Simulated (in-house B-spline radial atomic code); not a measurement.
**Binding energies in Cs VI (Cs5+)**

NIST's tabulated ground configuration is [Kr] 4d10 5s2 5p2; each binding energy is the energy of the ion with one electron taken from that subshell, relaxed, less that of the parent. Method: Dirac-Hartree-Fock, average of configuration, Fermi nucleus of rms radius 4.8041 fm. Calculated with a B-spline radial code for spherical atoms. Energies include first-order Breit, QED and recoil terms.

```tsv
subshell	X-ray name	binding energy (eV)	-ε (eV)	relaxation (eV)
1s	K	36051.8	36248.8	65.9
2s	L1	5789.7	5837.9	34.1
3s	M1	1288.1	1304.2	13.6
3d3/2	M4	807.7	823.7	15.4
3d5/2	M5	793.8	809.2	15.1
4s	N1	307.1	311.2	3.7
4d3/2	N4	143.9	146.9	2.9
4d5/2	N5	141.7	144.5	2.9
5s	O1	83.53	83.98	0.37
5p	O2,3	68.01	68.32	0.27
```

Relaxation = -ε minus the binding energy without Breit, QED and recoil terms.

**Question.** What does it cost to remove both a 3d3/2 and a 5s electron?

**Answer.** 908.65 eV, which is 17.39 eV more than the two single binding energies together.

**Question.** What does it cost to remove both a 3d5/2 and a 4d3/2 electron?

**Answer.** 966.29 eV, which is 28.59 eV more than the two single binding energies together.

**Question.** What does it cost to remove two 4s electrons?

**Answer.** 642.31 eV, which is 28.17 eV more than the two single binding energies together.
